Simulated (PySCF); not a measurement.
Match the calculated data to a structure.

All candidates are C8H18.

* Rotational structure: rotational constants A, B, C: 10.766, 0.491, 0.481 GHz [PBE0-D3(BJ)/def2-SVP]
* UV, strongest line: among the 10 lowest singlet transitions: S9 at 9.02 eV (137 nm, f = 0.115) [TDDFT PBE0/def2-SVPD]
* 13C NMR: chemical shifts (computed TMS as zero) by class: 36.6 (2 C), 35.0 (2 C), 27.2 (2 C), 16.7 (2 C) ppm [GIAO PBE0/pcSseg-1]
* UV, first state: lowest singlet excitation: 8.36 eV (148 nm, f = 0.000) [TDDFT PBE0/def2-SVPD]
* XPS: C1s 290.2 (×2), C1s 290.2 (×2), C1s 290.4 (×2), C1s 290.5 (×2) eV [ΔSCF SCAN, pcX-2 on the ionised atom, pcseg-1 elsewhere, spin-free X2C]
* Dipole: 0.00 D [PBE0/def2-SVPD]
* 1H NMR: chemical shifts (computed TMS as zero) by class: 1.19 (4 H), 1.13 (4 H), 1.07 (4 H), 1.00 (6 H) ppm [GIAO PBE0/pcSseg-1]
* Polarisability: 102.1 au [PBE0/def2-SVPD]

The electronic properties come from PySCF, for the isolated species, density fitting. Levels stand in brackets. Isolated species at its PBE0-D3(BJ)/def2-SVP geometry (one conformer only). NMR classes are plain means over equivalent atoms (diastereotopic ones count apart unless rotation or inversion swaps them), as if these changed places fast.

Task: Which candidate is it?
A. `CCCCCCCC` (octane)
B. `CC(C)(C)C(C)(C)C` (tetramethylbutane)
C. `CC(C)CC(C)(C)C` (2,2,4-trimethylpentane)

Result: A. It is `CCCCCCCC`. Numbering: `[CH3:1][CH2:2][CH2:3][CH2:4][CH2:5][CH2:6][CH2:7][CH3:8]`. Its formula, C8H18, gives 0 degrees of unsaturation, so no ring and no π bond. 8 carbons fall into 4 classes; from least to most shielded: chain CH2 carbon [C3/C6] (36.6 ppm, 2 C), chain CH2 carbon [C4/C5] (35.0 ppm, 2 C), chain CH2 carbon [C2/C7] (27.2 ppm, 2 C), methyl carbon [C1/C8] (16.7 ppm, 2 C). Hydrogen classes from least to most shielded: 4 H on 2 chain CH2 carbons, C2/C7 (1.19 ppm), 4 H on 2 chain CH2 carbons, C4/C5 (1.13 ppm), 4 H on 2 chain CH2 carbons, C3/C6 (1.07 ppm), 6 H on 2 methyl carbons, C1/C8 (1.00 ppm). The core levels belong to: C1s 290.2 eV, chain CH2 carbon [C4/C5]; C1s 290.2 eV, chain CH2 carbon [C3/C6]; C1s 290.4 eV, chain CH2 carbon [C2/C7]; C1s 290.5 eV, methyl carbon [C1/C8]. The vanishing dipole is forced by symmetry. The optimised geometry has point group C2h and is an asymmetric top.

The others, at the same levels:
- `CC(C)(C)C(C)(C)C` fails: it has 2 carbon classes against 4; its computed 13C shifts are 34.6 (2 C), 26.8 (6 C) ppm, core binding energies are C1s 290.1 (×6), C1s 290.3 (×2) eV and 1H shifts are 0.87 (18 H) ppm.
- `CC(C)CC(C)(C)C` fails: its computed lowest singlet excitation is 8.02 eV (155 nm, f = 0.059) (against 8.36 eV), strongest line among the 10 lowest singlet transitions is S3 at 8.35 eV (149 nm, f = 0.071) (against S9 at 9.02 eV) and static isotropic polarisability is 99.8 au (against 102.1 au).

Each candidate is one conformer, not necessarily the lowest. Dipoles, sizes and rotational constants follow the conformer. The torsions of the flexible species, by atom-mapped SMILES:
- `[CH3:1][C:2]([CH3:3])([CH3:4])[C:5]([CH3:6])([CH3:7])[CH3:8]`: C1–C2–C5–C6 168°
- `[CH3:1][CH:2]([CH3:3])[CH2:4][C:5]([CH3:6])([CH3:7])[CH3:8]`: C1–C2–C4–C5 174°, C2–C4–C5–C6 -162°

The conformers of `CCCCCCCC` aren't listed.
